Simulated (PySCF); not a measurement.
CHCl2, SMILES Cl[CH]Cl, multiplicity 2. Geometry: r2SCAN-D4/def2-TZVP. The isomer is the one that the SMILES or the coordinates give; other isomers of the formula were not compared.

These are PySCF 2.14.0 with r2SCAN-D4/def2-TZVP values and carry that method's errors.

Harmonic wavenumbers (cm⁻¹): 305, 420, 759, 884, 1231, 3217. Rotational constants (GHz): 47.30, 3.306, 3.095; symmetry number 1.

**Question.** Work out the zero-point energy and the ideal-gas rigid-rotor harmonic-oscillator thermochemistry at 298.15 K and 1 atm.

**Answer.** ZPE = ½ Σ hcν = ½ × 6816 cm⁻¹ = 40.77 kJ/mol. H − E(el) = 52.96 kJ/mol. Entropy in J/(mol K): translation 163.99, rotation 100.46, vibration 11.35, spin 5.76, total 281.56. G − E(el) = -30.99 kJ/mol. Cp = 52.17 J/(mol K).
